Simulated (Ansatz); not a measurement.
`CS[SiH](F)[SiH3]` and `F[SiH]([SiH3])O[SiH3]` differ in one atom or group.

Ansatz, PBE0-D4/def2-TZVP geometries, multiplicity 1. Each molecule was computed in one conformer, which needn't be the lowest.

```json
{"property": "HOMO energy (ωB97M-V/def2-TZVPP) / eV", "`CS[SiH](F)[SiH3]`": "-9.55"}
{"property": "HOMO–LUMO gap (ωB97M-V/def2-TZVPP) / eV", "`CS[SiH](F)[SiH3]`": "10.96"}
{"property": "HOMO–LUMO gap (PBE0/def2-TZVPP) / eV", "`CS[SiH](F)[SiH3]`": "6.96"}
{"property": "HOMO energy (PBE/def2-TZVPP) / eV", "`CS[SiH](F)[SiH3]`": "-6.14"}
{"property": "LUMO energy (ωB97M-V/def2-TZVPP) / eV", "`CS[SiH](F)[SiH3]`": "1.41"}
{"property": "HOMO–LUMO gap (PBE/def2-TZVPP) / eV", "`CS[SiH](F)[SiH3]`": "4.89"}
```

Q: What does the change do to each property? (An estimate is asked.)

A: Ansatz gave: 
| property | `F[SiH]([SiH3])O[SiH3]` | shift |
| --- | --- | --- |
| HOMO energy (ωB97M-V/def2-TZVPP) / eV | -10.20 | -0.65 |
| HOMO–LUMO gap (ωB97M-V/def2-TZVPP) / eV | 11.48 | 0.52 |
| HOMO–LUMO gap (PBE0/def2-TZVPP) / eV | 7.67 | 0.71 |
| HOMO energy (PBE/def2-TZVPP) / eV | -6.89 | -0.75 |
| LUMO energy (ωB97M-V/def2-TZVPP) / eV | 1.28 | -0.13 |
| HOMO–LUMO gap (PBE/def2-TZVPP) / eV | 5.59 | 0.70 |

With PBE0 the HOMO falls by 0.77 eV and the LUMO falls by 0.06 eV, so the gap widens by about 0.71 eV. PBE moves the HOMO by -0.75 eV and ωB97M-V by -0.65 eV.
